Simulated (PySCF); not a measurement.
Isomers of C5H6N2Si, one GFN2-xTB conformer each. Single-point energies are computed at PBE0/pcSseg-1 (PySCF, gas phase, no added dispersion term), electronic only.

```tsv
SMILES	GFN2-xTB relative energy (kJ/mol)
N#C[SiH2]n1cccc1	9.5
C#Cc1cncn1[SiH3]	0.0
```

Conformers: `[N:1]#[C:2][SiH2:3][n:4]1[cH:5][cH:6][cH:7][cH:8]1` with C2–Si3–N4–C5 83°.

Problem. What does PBE0/pcSseg-1 give for the same structures?

Solution. 
| SMILES | PBE0/pcSseg-1 E (Eh) | PBE0/pcSseg-1 (kJ/mol) | GFN2-xTB (kJ/mol) | point group |
| --- | --- | --- | --- | --- |
| N#C[SiH2]n1cccc1 | -592.60653 | 0.0 | 9.5 | near Cs |
| C#Cc1cncn1[SiH3] | -592.55001 | 148.4 | 0.0 | Cs |

GFN2-xTB puts C#Cc1cncn1[SiH3] lowest instead. As drawn, the lower has a C≡N group and an Si–C bond, which the higher lacks; the higher has a C≡C bond, which the lower lacks.

Problem. Which frontier levels, dipoles and rotational constants go with these structures?

Solution. 
```json
{"SMILES": "N#C[SiH2]n1cccc1", "HOMO (eV, PBE0/pcSseg-1)": "-6.63", "LUMO (eV)": "-0.99", "dipole (D)": "3.33", "A, B, C (MHz)": "4012, 1018, 985.9"}
{"SMILES": "C#Cc1cncn1[SiH3]", "HOMO (eV, PBE0/pcSseg-1)": "-6.58", "LUMO (eV)": "-0.66", "dipole (D)": "3.36", "A, B, C (MHz)": "2190, 1941, 1042"}
```
